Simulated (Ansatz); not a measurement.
A structure relaxed at PBE0-D4/def2-TZVPD in Ansatz, charge -1, doublet:

```xyz
3

Zn    0.000    0.000    0.000
O    -0.191   -1.187    1.257
O     0.191    1.187   -1.257
```

(1) Give its formula and point group.

(2) Summarise the bond lengths by kind (pairs closer than 1.2 times the sum of covalent radii, bridged metal pairs left out).

Results:

(1) the cluster ZnO₂⁻ (the lowest doublet isomer of a short search). Point group D∞h (tolerance 0.1 Å).

(2) 2 × O–Zn 1.74 Å. The metal has 2 neighbours: O 1.74 Å, O 1.74 Å.

The relaxation made no stability test and no search for a lower SCF solution. The structure comes from a short search, and lower isomers may exist.
